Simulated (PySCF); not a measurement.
C2H3F3O, SMILES OCC(F)(F)F.

Geometry optimised at B3LYP-D3(BJ)/def2-SVP. One conformer was computed; it need not be the lowest.

The numbers are results of SMD-B3LYP/def2-SVP (PySCF), not measurements.

Solvation free energies are E(SMD) − E(gas) at the gas-phase geometry, for 1 M in both phases. In vacuum the dipole moment is 1.57 D.

Computed solvation free energies in water, methanol, tetrahydrofuran:
```tsv
solvent	ΔG(solv) (kcal/mol)	its non-electrostatic (CDS) part	dipole (D)
water	-3.7	3.9	1.93
methanol	-5.8	1.5	1.92
tetrahydrofuran	-3.5	0.1	1.82
```
